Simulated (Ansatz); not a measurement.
`C[O][Ga]([OH])[SH]`, charge 0, multiplicity 1.

Q: Give a relaxed structure at PBE0-D4/def2-TZVP (Ansatz 0.2.0). (Best estimate.)

A: The calculation gave: 
Z-matrix (Å, degrees):
```
C
O 1 1.407
H 1 1.095 2 109.5
H 1 1.095 2 110.1 3 118.8
H 1 1.098 2 113.4 3 -120.3
Ga 2 1.774 1 123.4 3 128.0
S 6 2.185 2 122.0 1 -0.7
O 6 1.775 2 117.6 1 179.5
H 7 1.344 6 91.6 2 -179.1
H 8 0.961 6 112.6 2 -0.0
```
This is one stationary point; other conformers may exist.
